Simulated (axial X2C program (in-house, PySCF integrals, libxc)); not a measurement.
# HgBr: properties at the nuclei

Computed with an in-house all-electron X2C program for linear molecules (integrals from PySCF): two-component X2C with atomic mean-field Coulomb and Gaunt terms, Gaussian nuclei, basis Hg dyall-cv3z, Br dyall-cv3z with contracted cores.

R = 2.539 Å (near the PBE0 minimum at charge 0 of the determinant lowest at the starting distance; the state shown can have its own minimum elsewhere).

Determinant lowest in the PBE0 search, Ω = 1/2 (⟨Sz⟩ = 0.49, ⟨Lz⟩ = 0.01 at PBE0), spin on the atoms Hg 0.30, Br 0.20:

```csv
level,Eeff magnitude (GV/cm),Ws magnitude Hg (kHz),A∥/gI Hg (MHz),qzz Hg (a.u.),A∥/gI Br (MHz),qzz Br (a.u.),μ (D)
PBE0,110,252,15400,-3.43,485,6.15,-2.57
HF,146,335,17800,-6.68,459,5.16,-3.34
B3LYP,103,236,14500,-2.91,528,6.35,-2.40
BHandHLYP,123,280,15900,-4.08,510,6.06,-2.79
r2SCAN,108,247,15100,-3.24,553,6.20,-2.41
```

Determinant 1.93 eV from it at PBE0 and this distance, Ω = 3/2 (⟨Sz⟩ = 0.50, ⟨Lz⟩ = 1.00 at PBE0), spin on the atoms Hg 0.01, Br 0.48:

```tsv
level	Eeff magnitude (GV/cm)	Ws magnitude Hg (kHz)	A∥/gI Hg (MHz)	qzz Hg (a.u.)	A∥/gI Br (MHz)	qzz Br (a.u.)	μ (D)
PBE0	1.5	1.05	76.5	-3.67	593	-4.87	2.07
HF	8.79	6.78	85.2	-3.72	604	-5.19	2.85
B3LYP	1.12	0.728	87.3	-3.63	606	-4.94	1.98
BHandHLYP	2.09	1.51	62.1	-3.63	619	-5.15	2.31
r2SCAN	0.36	0.148	154	-3.87	596	-4.64	1.83
```

Eeff is the effective electric field on the electron electric dipole moment in this Ω state and Ws the scalar–pseudoscalar constant of the nucleus named (defined with the proton number Z and per Ω); A∥ (defined per Ω) follows by multiplying with gI = μI/(I μN); qzz is the electric field gradient, eQq0 = 234.96 MHz × Q/barn × qzz; μ is positive if the Br end (last atom) is positive. The operators were transformed with the bare-nucleus X2C matrices; with these basis sets, hyperfine constants and field gradients can be off by tens of per cent, and where levels differ in sign neither size nor sign is settled.

Problem. With gI(199Hg) = 1.0118, gI(79Br) = 1.4043, Q(79Br) = 0.3087 barn (g factors from the IAEA table of nuclear moments by Stone; Q from Pyykkö, Mol. Phys. 2018), turn the PBE0 values of the first state into constants in MHz.

Solution. A∥(199Hg) = 15400 × 1.0118 = 15600 MHz; A∥(79Br) = 485 × 1.4043 = 681 MHz; eQq0(79Br) = 234.96 × (0.3087) × (6.15) = 446 MHz.

Each state is one determinant with collinear spin. Unrestricted Hartree–Fock can overshoot spin polarisation at the nuclei. Where Eeff spreads by more than a factor of two the levels disagree and none is to be relied on. The search compared states at one distance, so a state with another bond length can lie lower. Where a field gradient or hyperfine factor spreads by more than a factor of two over the levels, a constant derived from it is not to be relied on. PBE0 term energies can be off by some tenths of an eV.
